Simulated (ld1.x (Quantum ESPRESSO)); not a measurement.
Building the RRKJ potential for Sn (Z = 50) (LDA (PZ), scalar-relativistic).

Input for ld1.x (Quantum ESPRESSO) 7.5:

```
&input
   title='Sn', zed=50., rel=1, dft='PZ', iswitch=3,
   config='[Kr] 4d10 5s2 5p2',
   nld=3, rlderiv=2.40, eminld=-4.0, emaxld=5.0, deld=0.02
 /
 &inputp
   pseudotype=2, tm=.false., rho0=0.01, lloc=-2, rcloc=1.20,
   nlcc=.false.,
   file_pseudopw='Sn.UPF', file_wfcaegen='ae.wfc', file_wfcncgen='nc.wfc', file_beta='beta', file_chi='chi'
 /
3
5S  1  0   2.00   0.00  2.20  2.20  0.0
5P  2  1   2.00   0.00  1.85  1.85  0.0
4D  3  2  10.00   0.00  1.55  1.55  0.0
 &test
   configts(1)='4d10 5s2 5p2'
 /
```

Command:

```bash
ld1.x < Sn.in > Sn.out
```

Output (shortened: banner, matrices, multipoles, cross overlaps and the repeated all-electron block are left out):

```
Program LD1 v.7.5
     --------------------------- All-electron run ----------------------------

     Sn
     scalar relativistic calculation

     atomic number is 50.00
     dft =PZ   lsd =0 sic =0 latt =0  beta=0.20 tr2=1.0E-14
     Exchange-correlation= PZ
                           (   1   1   0   0   0   0   0)
     mesh =1243 r(mesh) = 100.78374 a.u. xmin = -7.00 dx = 0.01250
     1 Ry =  13.60569312 eV, c = 137.03599908

     n l     nl                  e(Ry)          e(Ha)          e(eV)
     1 0     1S 1( 2.00)     -2130.0028     -1065.0014    -28980.1651
     2 0     2S 1( 2.00)      -321.6218      -160.8109     -4375.8869
     2 1     2P 1( 6.00)      -288.8968      -144.4484     -3930.6415
     3 0     3S 1( 2.00)       -62.0253       -31.0127      -843.8973
     3 1     3P 1( 6.00)       -51.3305       -25.6653      -698.3871
     4 0     4S 1( 2.00)        -9.8232        -4.9116      -133.6515
     4 1     4P 1( 6.00)        -6.5823        -3.2911       -89.5562
     3 2     3D 1(10.00)       -34.8160       -17.4080      -473.6958
     4 2     4D 1(10.00)        -1.9034        -0.9517       -25.8970
     5 0     5S 1( 2.00)        -0.7948        -0.3974       -10.8144
     5 1     5P 1( 2.00)        -0.2847        -0.1423        -3.8733

     final scf error:  1.7E-15 reached in  29 iterations

     Etot =  -12343.731820 Ry,   -6171.865910 Ha, -167945.027140 eV

     Ekin =   12884.626329 Ry,    6442.313164 Ha,  175304.271831 eV
     Encl =  -29860.145645 Ry,  -14930.072822 Ha, -406267.978248 eV
     Eh   =    4950.545965 Ry,    2475.272982 Ha,   67355.609190 eV
     Exc  =    -318.758469 Ry,    -159.379235 Ha,   -4336.929913 eV

     normalization and overlap integrals

     s(1S/1S) =  1.000000  <r> =   0.0291  <r2> =    0.0011  r(max) =   0.0188
     s(2S/2S) =  1.000000  <r> =   0.1256  <r2> =    0.0186  r(max) =   0.1068
     s(2P/2P) =  1.000000  <r> =   0.1096  <r2> =    0.0147  r(max) =   0.0853
     s(3S/3S) =  1.000000  <r> =   0.3399  <r2> =    0.1321  r(max) =   0.3090
     s(3P/3P) =  1.000000  <r> =   0.3381  <r2> =    0.1327  r(max) =   0.3013
     s(4S/4S) =  1.000000  <r> =   0.8183  <r2> =    0.7583  r(max) =   0.7412
     s(4P/4P) =  1.000000  <r> =   0.8858  <r2> =    0.8976  r(max) =   0.7890
     s(3D/3D) =  1.000000  <r> =   0.3148  <r2> =    0.1177  r(max) =   0.2498
     s(4D/4D) =  1.000000  <r> =   1.1011  <r2> =    1.4447  r(max) =   0.8829
     s(5S/5S) =  1.000000  <r> =   2.3836  <r2> =    6.4976  r(max) =   2.0147
     s(5P/5P) =  1.000000  <r> =   3.2208  <r2> =   12.1551  r(max) =   2.5548

     ------------------------ End of All-electron run ------------------------

     --------------------- Generating NC pseudopotential ---------------------

      Generating local potential from pseudized AE potential:
      Matching radius rcloc =   1.2000
      Enforcing V''(0)=0 (lloc=-2)

      Local pseudo, rcloc= 1.207 Estimated cut-off energy=    21.91 Ry

      Wfc   5S  rcut= 2.199  Estimated cut-off energy=        9.52 Ry
      Using 4 Bessel functions for this wfc, rho(0) = 0.010
      This function has    0 nodes for 0 < r <    2.199

      Wfc   5P  rcut= 1.846  Estimated cut-off energy=       49.39 Ry
      This function has    0 nodes for 0 < r <    1.846

      Wfc   4D  rcut= 1.550  Estimated cut-off energy=       98.66 Ry
      This function has    0 nodes for 0 < r <    1.550

     ------------------- End of pseudopotential generation -------------------

     Computing logarithmic derivative in   2.38511
     Computing logarithmic derivative in   2.38511
     Computing the partial wave expansion
     R is outside the sphere for l=    0 j= 0.00
     R is outside the sphere for l=    1 j= 0.00
     R is outside the sphere for l=    2 j= 0.00

     ---------------------- Testing the pseudopotential ----------------------

     Sn
     scalar relativistic calculation

     atomic number is 50.00   valence charge is 14.00
     dft =PZ   lsd =0 sic =0 latt =0  beta=0.20 tr2=1.0E-14
     mesh =1243 r(mesh) = 100.78374 xmin = -7.00 dx = 0.01250

     n l     nl             e AE (Ry)        e PS (Ry)    De AE-PS (Ry)
     3 2     4D   1(10.00)       -1.90340       -1.90340        0.00000
     1 0     5S   1( 2.00)       -0.79485       -0.79485        0.00000
     2 1     5P   1( 2.00)       -0.28469       -0.28468       -0.00000

     eps = 5.7E-15  iter =  5

     Etot =  -12343.731820 Ry,   -6171.865910 Ha, -167945.027140 eV
     Etotps =  -134.813966 Ry,     -67.406983 Ha,   -1834.237450 eV

     Ekin =      97.974285 Ry,      48.987143 Ha,    1333.008059 eV
     Encl =    -315.893414 Ry,    -157.946707 Ha,   -4297.948849 eV
     Ehrt =     118.586827 Ry,      59.293413 Ha,    1613.455972 eV
     Ecxc =     -15.927330 Ry,      -7.963665 Ha,    -216.702368 eV
     Epseu=     -19.554334 Ry,      -9.777167 Ha,    -266.050265 eV

     ---------------------- End of pseudopotential test ----------------------
```

Note: ghost state, extra bound levels that the all-electron valence spectrum of the same l lacks: s at -62.4 eV. A true bound ghost makes a file unfit for plane-wave use.

Generation and configuration tests took about 2.1 s on one core of a shared server CPU.

Transferability test of the new file with ld1.x, input:

```
&input
   title='Sn', zed=50., rel=1, dft='PZ', iswitch=2,
   config='[Kr] 4d10 5s2 5p2'
 /
 &test
   file_pseudo='Sn.UPF', nconf=10,
   configts(1)='4d10 5s2 5p2',
   configts(2)='4d10 5s2 5p1',
   configts(3)='4d10 5s2 5p0',
   configts(4)='4d10 5s1 5p0',
   configts(5)='4d10 5s1 5p2',
   configts(6)='4d10 5s1 5p3',
   configts(7)='4d9 5s2 5p2',
   configts(8)='4d10 5s0 5p4',
   configts(9)='4d10 5s2 5p2', lsdts(9)=1,
   configts(10)='4d10 5s2 5p1', lsdts(10)=1
 /
```

```bash
ld1.x < Sn.test.in > Sn.test.out
```

Pseudopotential blocks of its output, shortened (energy terms left out):

```
     ---------------------- Testing the pseudopotential ----------------------

     n l     nl             e AE (Ry)        e PS (Ry)    De AE-PS (Ry)
     3 2     4D   1(10.00)       -1.90340       -1.90340        0.00000
     1 0     5S   1( 2.00)       -0.79485       -0.79485        0.00000
     2 1     5P   1( 2.00)       -0.28469       -0.28468       -0.00000

     eps = 7.4E-15  iter = 16

     Etot =  -12343.731820 Ry,   -6171.865910 Ha, -167945.027140 eV
     Etotps =  -134.813969 Ry,     -67.406985 Ha,   -1834.237494 eV

     ---------------------- End of pseudopotential test ----------------------

          ---------------------- Testing the pseudopotential ----------------------

     n l     nl             e AE (Ry)        e PS (Ry)    De AE-PS (Ry)
     3 2     4D   1(10.00)       -2.49354       -2.48700       -0.00654  !
     1 0     5S   1( 2.00)       -1.33488       -1.33298       -0.00190
     2 1     5P   1( 1.00)       -0.77361       -0.77276       -0.00084

     eps = 9.0E-15  iter = 16

     Etot =  -12343.210118 Ry,   -6171.605059 Ha, -167937.929014 eV
     Etotps =  -134.292605 Ry,     -67.146302 Ha,   -1827.143967 eV
     dEtot_ae =       0.521703 Ry
     dEtot_ps =       0.521365 Ry,   Delta E=       0.000338 Ry

     ---------------------- End of pseudopotential test ----------------------

          ---------------------- Testing the pseudopotential ----------------------

     n l     nl             e AE (Ry)        e PS (Ry)    De AE-PS (Ry)
     3 2     4D   1(10.00)       -3.18876       -3.18501       -0.00375
     1 0     5S   1( 2.00)       -1.95023       -1.94977       -0.00046
     2 1     5P   1( 0.00)       -1.33277       -1.33662        0.00385

     eps = 2.2E-16  iter = 12

     Etot =  -12342.161717 Ry,   -6171.080858 Ha, -167923.664793 eV
     Etotps =  -133.243635 Ry,     -66.621818 Ha,   -1812.872013 eV
     dEtot_ae =       1.570104 Ry
     dEtot_ps =       1.570334 Ry,   Delta E=      -0.000230 Ry

     ---------------------- End of pseudopotential test ----------------------

          ---------------------- Testing the pseudopotential ----------------------

     n l     nl             e AE (Ry)        e PS (Ry)    De AE-PS (Ry)
     3 2     4D   1(10.00)       -4.06254       -4.05268       -0.00987  !
     1 0     5S   1( 1.00)       -2.67965       -2.67731       -0.00234
     2 1     5P   1( 0.00)       -1.99607       -2.02394        0.02787  !

     eps = 1.4E-15  iter =  9

     Etot =  -12339.850130 Ry,   -6169.925065 Ha, -167892.214057 eV
     Etotps =  -130.932899 Ry,     -65.466449 Ha,   -1781.432843 eV
     dEtot_ae =       3.881690 Ry
     dEtot_ps =       3.881070 Ry,   Delta E=       0.000620 Ry

     ---------------------- End of pseudopotential test ----------------------

          ---------------------- Testing the pseudopotential ----------------------

     n l     nl             e AE (Ry)        e PS (Ry)    De AE-PS (Ry)
     3 2     4D   1(10.00)       -2.60092       -2.57997       -0.02095  !
     1 0     5S   1( 1.00)       -1.40056       -1.39395       -0.00661  !
     2 1     5P   1( 2.00)       -0.82485       -0.82162       -0.00322

     eps = 7.8E-15  iter = 14

     Etot =  -12342.641636 Ry,   -6171.320818 Ha, -167930.194423 eV
     Etotps =  -133.726214 Ry,     -66.863107 Ha,   -1819.437827 eV
     dEtot_ae =       1.090185 Ry
     dEtot_ps =       1.087755 Ry,   Delta E=       0.002429 Ry

     ---------------------- End of pseudopotential test ----------------------

          ---------------------- Testing the pseudopotential ----------------------

     n l     nl             e AE (Ry)        e PS (Ry)    De AE-PS (Ry)
     3 2     4D   1(10.00)       -2.01099       -2.00300       -0.00799  !
     1 0     5S   1( 1.00)       -0.85910       -0.85686       -0.00224
     2 1     5P   1( 3.00)       -0.32957       -0.32855       -0.00102

     eps = 3.4E-15  iter = 19

     Etot =  -12343.211848 Ry,   -6171.605924 Ha, -167937.952552 eV
     Etotps =  -134.294484 Ry,     -67.147242 Ha,   -1827.169534 eV
     dEtot_ae =       0.519973 Ry
     dEtot_ps =       0.519486 Ry,   Delta E=       0.000487 Ry

     ---------------------- End of pseudopotential test ----------------------

          ---------------------- Testing the pseudopotential ----------------------

     n l     nl             e AE (Ry)        e PS (Ry)    De AE-PS (Ry)
     3 2     4D   1( 9.00)       -2.94233       -2.81190       -0.13043  !
     1 0     5S   1( 2.00)       -1.50361       -1.45231       -0.05130  !
     2 1     5P   1( 2.00)       -0.88705       -0.86807       -0.01897  !

     eps = 3.5E-15  iter = 16

     Etot =  -12341.323462 Ry,   -6170.661731 Ha, -167912.259751 eV
     Etotps =  -132.445518 Ry,     -66.222759 Ha,   -1802.013076 eV
     dEtot_ae =       2.408359 Ry
     dEtot_ps =       2.368451 Ry,   Delta E=       0.039908 Ry

     ---------------------- End of pseudopotential test ----------------------

          ---------------------- Testing the pseudopotential ----------------------

     n l     nl             e AE (Ry)        e PS (Ry)    De AE-PS (Ry)
     3 2     4D   1(10.00)       -2.11118       -2.08866       -0.02252  !
     1 0     5S   1( 0.00)       -0.91738       -0.91104       -0.00634  !
     2 1     5P   1( 4.00)       -0.37023       -0.36738       -0.00284

     eps = 5.6E-15  iter = 23

     Etot =  -12342.673411 Ry,   -6171.336706 Ha, -167930.626748 eV
     Etotps =  -133.758297 Ry,     -66.879149 Ha,   -1819.874345 eV
     dEtot_ae =       1.058409 Ry
     dEtot_ps =       1.055672 Ry,   Delta E=       0.002737 Ry

     ---------------------- End of pseudopotential test ----------------------

          ---------------------- Testing the pseudopotential ----------------------

     n l     nl             e AE (Ry)        e PS (Ry)    De AE-PS (Ry)
     3 2     4D   1( 5.00)       -1.90024       -1.90242        0.00218
     1 0     5S   1( 1.00)       -0.81891       -0.82007        0.00116
     2 1     5P   1( 2.00)       -0.31028       -0.31078        0.00051
     3 2     4D   2( 5.00)       -1.88781       -1.88871        0.00090
     1 0     5S   2( 1.00)       -0.74975       -0.74904       -0.00071
     2 1     5P   2( 0.00)       -0.23806       -0.23778       -0.00028

     eps = 1.3E-15  iter = 16

     Etot =  -12343.766725 Ry,   -6171.883363 Ha, -167945.502045 eV
     Etotps =  -134.849285 Ry,     -67.424642 Ha,   -1834.717988 eV
     dEtot_ae =      -0.034905 Ry
     dEtot_ps =      -0.035316 Ry,   Delta E=       0.000411 Ry

     ---------------------- End of pseudopotential test ----------------------

          ---------------------- Testing the pseudopotential ----------------------

     n l     nl             e AE (Ry)        e PS (Ry)    De AE-PS (Ry)
     3 2     4D   1( 5.00)       -2.49552       -2.49102       -0.00449
     1 0     5S   1( 1.00)       -1.35339       -1.35234       -0.00106
     2 1     5P   1( 1.00)       -0.79326       -0.79266       -0.00061
     3 2     4D   2( 5.00)       -2.48759       -2.48134       -0.00626  !
     1 0     5S   2( 1.00)       -1.31079       -1.30878       -0.00201
     2 1     5P   2( 0.00)       -0.74763       -0.74717       -0.00046

     eps = 9.1E-15  iter = 18

     Etot =  -12343.221361 Ry,   -6171.610680 Ha, -167938.081981 eV
     Etotps =  -134.303819 Ry,     -67.151910 Ha,   -1827.296551 eV
     dEtot_ae =       0.510460 Ry
     dEtot_ps =       0.510150 Ry,   Delta E=       0.000310 Ry

     ---------------------- End of pseudopotential test ----------------------
```
